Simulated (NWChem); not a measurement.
System: C$_{4}$H$_{5}$Cl; SMILES C#CCCCl

Input file for NWChem:

```
start job
memory heap 200 mb stack 900 mb global 1100 mb
geometry units angstroms noautosym nocenter noautoz
  C      0.954528    -2.390303    -0.126148
  C      0.054409    -1.593369     0.091960
  C     -1.023244    -0.637852     0.332268
  C     -0.889305     0.677795    -0.441121
  Cl     0.548825     1.627008     0.078802
  H      1.753815    -3.093515    -0.312127
  H     -1.093306    -0.413287     1.418941
  H     -1.996556    -1.097830     0.045928
  H     -0.781782     0.491580    -1.526829
  H     -1.779451     1.313499    -0.271478
end
basis spherical
  * library def2-svp
end
dft
  xc b3lyp
  iterations 150
end
cosmo
  do_cosmo_smd true
  solvent water
end
task dft energy
```

Parts of the log:

```
             Northwest Computational Chemistry Package (NWChem) 7.3.0
             --------------------------------------------------------

                             Geometry "geometry" -> ""
                             -------------------------

 Output coordinates in angstroms (scale by  1.889725989 to convert to a.u.)

  No.       Tag          Charge          X              Y              Z
 ---- ---------------- ---------- -------------- -------------- --------------
    1 C                    6.0000     0.95452800    -2.39030300    -0.12614800
    2 C                    6.0000     0.05440900    -1.59336900     0.09196000
    3 C                    6.0000    -1.02324400    -0.63785200     0.33226800
    4 C                    6.0000    -0.88930500     0.67779500    -0.44112100
    5 Cl                  17.0000     0.54882500     1.62700800     0.07880200
    6 H                    1.0000     1.75381500    -3.09351500    -0.31212700
    7 H                    1.0000    -1.09330600    -0.41328700     1.41894100
    8 H                    1.0000    -1.99655600    -1.09783000     0.04592800
    9 H                    1.0000    -0.78178200     0.49158000    -1.52682900
   10 H                    1.0000    -1.77945100     1.31349900    -0.27147800

 Effective nuclear repulsion energy (a.u.)     188.9330673995

                                 NWChem DFT Module
                                 -----------------

 Summary of "ao basis" -> "ao basis" (spherical)
 ------------------------------------------------------------------------------
       Tag                 Description            Shells   Functions and Types
 ---------------- ------------------------------  ------  ---------------------
 C                          def2-svp                 6       14   3s2p1d
 Cl                         def2-svp                 8       18   4s3p1d
 H                          def2-svp                 3        5   2s1p

 in cosmo_initialize ...
 calling solv_data for solv:h2o

 solvent parameters
 solvname_short: h2o
 solvname_long:  water
 dielec:       78.4000
 dielecinf:     1.7769
 aqueous SMD model solvent descriptors
 dielec:       78.4000
 sola:          0.8200

          ---------------
          -cosmo- solvent
          ---------------
 Cosmo: York-Karplus, doi: 10.1021/jp992097l
 dielectric constant -eps-     =  78.40
 screen = (eps-1)/(eps    )    =   0.98724
 surface charge correction     = lagrangian

   van der Waals surface
 --------------------------

 ---------- ATOMIC COORDINATES (A.U.) ------------ VDWR(ANG.) --
     1    1.80379637   -4.51701770   -0.23838515     1.850
     2    0.10281810   -3.01103081    0.17377920     1.850
     3   -1.93365078   -1.20536550    0.62789547     1.850
     4   -1.68054277    1.28084683   -0.83359782     1.850
     5    1.03712887    3.07459930    0.14891419     2.380
     6    3.31422978   -5.84589569   -0.58983450     1.200
     7   -2.06604876   -0.78099918    2.68140968     1.200
     8   -3.77294376   -2.07459788    0.08679134     1.200
     9   -1.47735376    0.92895150   -2.88528844     1.200
    10   -3.36267480    2.48215320   -0.51301903     1.200
 number of segments per atom =        128
 number of   points per atom =        128
 atom (   nspa,  nppa )
 ----------------------
    1 (     79,     0 )       0
    2 (     48,     0 )       0
    3 (     33,     0 )       0
    4 (     29,     0 )       0
    5 (     95,     0 )       0
    6 (     53,     0 )       0
    7 (     51,     0 )       0
    8 (     55,     0 )       0
    9 (     48,     0 )       0
   10 (     53,     0 )       0
 number of -cosmo- surface points =      544
 molecular surface =    132.725 angstrom**2
 molecular volume  =    115.440 angstrom**3
 -lineq- algorithm             =   0
 -bem- low  level              =   3
 -bem- from -octahedral-
 gaussian surface charge width =   4.50000
 degree of switching           =   1.00000
 switching function tolerance  =   0.00010
 atomic radii =
 --------------
    1  6.000  1.850
    2  6.000  1.850
    3  6.000  1.850
    4  6.000  1.850
    5 17.000  2.380
    6  1.000  1.200
    7  1.000  1.200
    8  1.000  1.200
    9  1.000  1.200
   10  1.000  1.200
 ...... end of -cosmo- initialization ......

[...]

                                COSMO-SMD solvation results
                                ---------------------------

             internal energy in gas <Psi(g)|H|Psi(g)> =      -615.317352207014
         internal energy in solvent <Psi(s)|H|Psi(s)> =      -615.315428019769
                               delta internal energy  =         0.001924187245 (    1.21 kcal/mol)
   total free energy in solvent <Psi(s)|H+V/2|Psi(s)> =      -615.327399339179
 polarization energy contribution <Psi(s)|V/2|Psi(s)> =        -0.011971319410 (   -7.51 kcal/mol)
    total free energy in solvent including G(SMD-CDS) =      -615.321198813252
                       G(SMD-CDS) energy contribution =         0.006200525927 (    3.89 kcal/mol)
     1 M fixed-concentration free energy of solvation =        -0.003846606238 (   -2.41 kcal/mol)

                       DFT Final Molecular Orbital Analysis
                       ------------------------------------

 Vector   21  Occ=2.000000D+00  E=-2.944039D-01
              MO Center=  2.7D-01,  1.3D+00, -2.0D-02, r^2= 2.3D+00
   Bfn.  Coefficient  Atom+Function         Bfn.  Coefficient  Atom+Function
  ----- ------------  ---------------      ----- ------------  ---------------
    69     -0.361221   5 Cl pz               68     -0.352946   5 Cl py
    67      0.337219   5 Cl px               66     -0.260574   5 Cl pz
    65     -0.250563   5 Cl py               64      0.245838   5 Cl px
    95      0.170379  10 H  s                63     -0.151426   5 Cl pz
    90     -0.150543   9 H  s                62     -0.145943   5 Cl py

 Vector   22  Occ=2.000000D+00  E=-2.807070D-01
              MO Center=  3.5D-01, -1.3D+00, -1.3D-02, r^2= 3.4D+00
   Bfn.  Coefficient  Atom+Function         Bfn.  Coefficient  Atom+Function
  ----- ------------  ---------------      ----- ------------  ---------------
     5      0.248240   1 C  py                6     -0.246062   1 C  pz
    20     -0.228217   2 C  pz               19      0.224932   2 C  py
    69      0.215300   5 Cl pz                4      0.160643   1 C  px
     8      0.161344   1 C  py               22      0.158760   2 C  py
     9     -0.154783   1 C  pz               66      0.153683   5 Cl pz

 Vector   23  Occ=2.000000D+00  E=-2.790636D-01
              MO Center=  3.6D-01, -1.7D+00,  2.6D-02, r^2= 2.5D+00
   Bfn.  Coefficient  Atom+Function         Bfn.  Coefficient  Atom+Function
  ----- ------------  ---------------      ----- ------------  ---------------
     6      0.312087   1 C  pz               20      0.282014   2 C  pz
     4      0.217566   1 C  px               18      0.206359   2 C  px
     9      0.199176   1 C  pz                5      0.166244   1 C  py
    23      0.165575   2 C  pz               19      0.148086   2 C  py
     7      0.142436   1 C  px               85      0.136124   8 H  s

 Vector   24  Occ=0.000000D+00  E= 2.497452D-02
              MO Center= -8.2D-02, -1.0D+00, -2.8D-02, r^2= 5.1D+00
   Bfn.  Coefficient  Atom+Function         Bfn.  Coefficient  Atom+Function
  ----- ------------  ---------------      ----- ------------  ---------------
    45      1.160859   4 C  s                96     -0.564746  10 H  s
    22     -0.511553   2 C  py               31      0.383250   3 C  s
    81     -0.380201   7 H  s                86     -0.369275   8 H  s
     7      0.346262   1 C  px               36     -0.340729   3 C  py
     8      0.322536   1 C  py               91     -0.319470   9 H  s

 Vector   25  Occ=0.000000D+00  E= 3.531377D-02
              MO Center=  2.4D-01, -1.7D+00,  8.4D-02, r^2= 3.2D+00
   Bfn.  Coefficient  Atom+Function         Bfn.  Coefficient  Atom+Function
  ----- ------------  ---------------      ----- ------------  ---------------
     9      0.564578   1 C  pz               23     -0.512101   2 C  pz
    81      0.492378   7 H  s                86     -0.371531   8 H  s
    20     -0.359285   2 C  pz               21     -0.340838   2 C  px
     6      0.329375   1 C  pz                7      0.261922   1 C  px
     8      0.217742   1 C  py               31     -0.196840   3 C  s

 Vector   26  Occ=0.000000D+00  E= 4.722570D-02
              MO Center= -2.0D-01,  4.5D-01, -1.6D-01, r^2= 4.1D+00
   Bfn.  Coefficient  Atom+Function         Bfn.  Coefficient  Atom+Function
  ----- ------------  ---------------      ----- ------------  ---------------
    45      0.830279   4 C  s                67      0.610176   5 Cl px
    49      0.561604   4 C  px               60     -0.554299   5 Cl s
    68      0.408995   5 Cl py               50      0.375989   4 C  py
    46      0.353887   4 C  px               91     -0.346118   9 H  s
    81     -0.301352   7 H  s                47      0.282444   4 C  py

     Multipole analysis of the density
     ---------------------------------

     L   x y z        total         alpha         beta         nuclear
     -   - - -        -----         -----         ----         -------
     0   0 0 0      0.000000    -23.000000    -23.000000     46.000000

     1   1 0 0     -0.981739     -0.501332     -0.501332      0.020925
     1   0 1 0     -0.267229     -1.264813     -1.264813      2.262397
     1   0 0 1     -0.192370      0.058940      0.058940     -0.310250

     2   2 0 0    -23.688144    -71.958396    -71.958396    120.228647
     2   1 1 0     -2.776849      6.170935      6.170935    -15.118719
     2   1 0 1     -0.256416      0.152379      0.152379     -0.561173
     2   0 2 0    -28.316443   -215.256003   -215.256003    402.195563
     2   0 1 1      0.201165      1.411808      1.411808     -2.622450
     2   0 0 2    -27.133013    -25.350229    -25.350229     23.567444
```

Level: B3LYP/def2-SVP, SMD on the gas-phase geometry. Coordinates come from a PBE-D3(BJ)/def2-SVP optimisation. B3LYP is NWChem's, with the RPA form of VWN correlation. Solvent: water.
